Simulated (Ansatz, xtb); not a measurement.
**Relative energy of two isomers of BrGeH5OSi**

Structure a: `O[SiH2][GeH2][Br]`, a singlet. Structure b: `[OH][Ge@@H]([SiH3])[Br]`, a singlet. Both are isolated molecules in the gas phase, relaxed with r2SCAN-D4/def2-SVP; the shapes shown needn't be the lowest conformers.

a (Å):

```yaml
atoms:
  - { symbol: Br, position_ang: [-1.5389, -0.1903, 1.9795] }
  - { symbol: Ge, position_ang: [0.5369, -0.4432, 0.8935] }
  - { symbol: O, position_ang: [0.5715, 2.6245, 1.9955] }
  - { symbol: Si, position_ang: [1.0751, 1.8657, 0.6031] }
  - { symbol: H, position_ang: [-0.2673, 2.2921, 2.3503] }
  - { symbol: H, position_ang: [2.5367, 2.1029, 0.4614] }
  - { symbol: H, position_ang: [0.3685, 2.3344, -0.6286] }
  - { symbol: H, position_ang: [1.4056, -1.2431, 1.8771] }
  - { symbol: H, position_ang: [0.2518, -1.3009, -0.3493] }
```

b (Å):

```yaml
atoms:
  - { symbol: Br, position_ang: [-1.7094, 0.9900, 0.4689] }
  - { symbol: Ge, position_ang: [-0.7573, -0.6343, -0.9180] }
  - { symbol: O, position_ang: [-1.9719, -1.1692, -2.1038] }
  - { symbol: Si, position_ang: [1.1083, 0.4555, -1.9300] }
  - { symbol: H, position_ang: [-2.2665, -0.4509, -2.6807] }
  - { symbol: H, position_ang: [-0.5194, -1.8850, -0.0663] }
  - { symbol: H, position_ang: [0.5771, 1.6033, -2.7227] }
  - { symbol: H, position_ang: [1.8363, -0.4840, -2.8344] }
  - { symbol: H, position_ang: [2.0246, 0.9516, -0.8629] }
```

Estimate E(b) − E(a) at the level CCSD(T)/def2-SVP + ΔMP2/def2-TZVPP.

Calculated at CCSD(T)/def2-SVP + ΔMP2/def2-TZVPP: E(b) − E(a) = +11.7 kcal/mol, so structure a lies lower.

How the difference moves with the method:

```csv
level,geometry,E(b) − E(a) (kcal/mol),departure from the last row (kcal/mol),"job, with rough time for the two"
GFN2-xTB,GFN2-xTB,+11.4,−0.4,"optimisation, 1.7 s"
HF/STO-3G,GFN2-xTB,−1.4,−13.2,"single point, 5.1 s"
r2SCAN-D4/def2-SVP//GFN2-xTB,GFN2-xTB,+8.5,−3.3,"single point, 14 s"
r2SCAN-D4/def2-SVP,r2SCAN-D4/def2-SVP,+10.3,−1.5,"optimisation, 3.2 min"
HF/def2-SVP,r2SCAN-D4/def2-SVP,+11.1,−0.6,part of the CCSD(T) run
MP2/def2-SVP,r2SCAN-D4/def2-SVP,+9.7,−2.0,part of the CCSD(T) run
CCSD(T)/def2-SVP,r2SCAN-D4/def2-SVP,+9.4,−2.3,single point
CCSD(T)/def2-SVP + ΔMP2/def2-TZVPP,r2SCAN-D4/def2-SVP,+11.7,,"single point, 2.7 min"
```

As drawn, b has 1 Ge–O, 1 Si–H in place of 1 O–Si, 1 Ge–H.

HF/STO-3G puts the two in the other order. The largest departure from CCSD(T)/def2-SVP + ΔMP2/def2-TZVPP is that of HF/STO-3G, 13.2 kcal/mol. The last row adds to CCSD(T) the change of the MP2 difference between the two basis sets, here +2.3 kcal/mol.

With thermal terms from frequencies at re-optimised GFN2-xTB minima (ideal gas, soft modes damped towards free rotors, one conformer each, 298.15 K, 1 atm): the zero-point term adds −0.5 kcal/mol; ΔH is +11.6 and ΔG +10.9 kcal/mol.

The correlated steps freeze 24 core orbitals; the filled d shell of Br and Ge is correlated, in a basis made for valence electrons. Mirror images aren't counted in ΔG. Programs: Ansatz 0.2.0, xtb 6.7.1; the last row on 2 threads of Intel(R) Xeon(R) Processor @ 2.50GHz (Skylake/Cascade Lake) on a shared host.
